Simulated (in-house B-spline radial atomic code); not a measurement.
**Ionising neutral rhenium with different functionals**

Computed with a radial B-spline atomic code at the basis-set limit: four-component Dirac-Coulomb Hamiltonian, Fermi nucleus of rms radius 5.3698 fm, spin-restricted, spherical fractional occupations for the functionals, and exact exchange of hybrids averaged over the configuration. The ionisation energy is the difference of two self-consistent energies, [Xe] 4f14 5d5 6s2 → [Xe] 4f14 5d5 6s1, without Breit or QED terms; ε is the level of the shell that loses the electron (mean over j).

```tsv
method	rung	ΔSCF (eV)	-ε(6s) (eV)
B3LYP	global hybrid	9.07	6.48
B97-1	global hybrid	8.87	6.36
wB97X	range-separated hybrid	8.71	8.44
CAM-B3LYP	range-separated hybrid	8.86	7.63
```

Question: Among the functionals, which spreads more, the ΔSCF values or the orbital energies?

Answer: The orbital energies: ΔSCF values span about 0.35 eV and the orbital energies 2.08 eV; here energy differences depend much less on the functional than eigenvalues do.

Question: How do they compare with the NIST value?

Answer: NIST lists 7.834 eV (measured, ground level to ground level). Errors run from +0.88 to +1.23 eV. The correlated functionals all miss on the same side by more than they spread, so the cause is common to them (Breit-QED terms, spin polarisation, the choice among j levels, multiplet and fine-structure energies, or a listed next ion that isn't the cheapest removal here) and closeness doesn't rank the functionals.
